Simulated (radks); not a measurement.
Mo3+, 39 electrons, occupied as [Kr] 4d3.

All-electron calculation, scalar-relativistic Kohn-Sham, PBE, spin-unpolarised, spherical densities, point nucleus. Program: a radial shooting solver on a logarithmic mesh with Libxc functionals.

Energy parts (hartree):
total: -4046.81514
kinetic: 4172.75585
electron-nucleus: -9706.65898
Hartree: 1609.60999
exchange-correlation: -122.52199

Orbitals (lengths in bohr, moments of r in powers of bohr; r(90%) holds 90 % of the orbital's charge):
orbital	occ.	eigenvalue (hartree)	<r^4>	<1/r>	r(90%)
1s	2	-729.6752	7.208e-06	43.55	0.0630
2s	2	-104.0967	0.001335	9.805	0.237
2p	6	-93.18668	0.0009571	9.532	0.218
3s	2	-18.71738	0.06872	3.366	0.633
3p	6	-15.14202	0.07591	3.202	0.650
3d	10	-9.32685	0.08325	2.969	0.664
4s	2	-3.53901	2.776	1.241	1.59
4p	6	-2.57322	4.370	1.107	1.79
4d	3	-1.20928	16.14	0.8174	2.49
5s	0	-0.98110	95.56	0.4808	3.86
5p	0	-0.75953	172.1	0.4134	4.47

The highest occupied level is 4d at -32.906 eV. For comparison, the ionisation energy in NIST's Atomic Spectra Database is 40.3 eV (semi-empirical). In exact Kohn-Sham theory the highest level is minus the ionisation energy, but local and semilocal functionals leave it too shallow, through self-interaction and a potential that decays too fast; potentials with the right tail come closer. Summed over all electrons, <r^2> = 25.87 bohr^2, which gives a Langevin (diamagnetic) susceptibility term of -20.5 x 10^-6 cm^3/mol.

Beside tabulated values, note that spin-unpolarised runs miss the spin-polarisation part of the exchange energy of open shells.
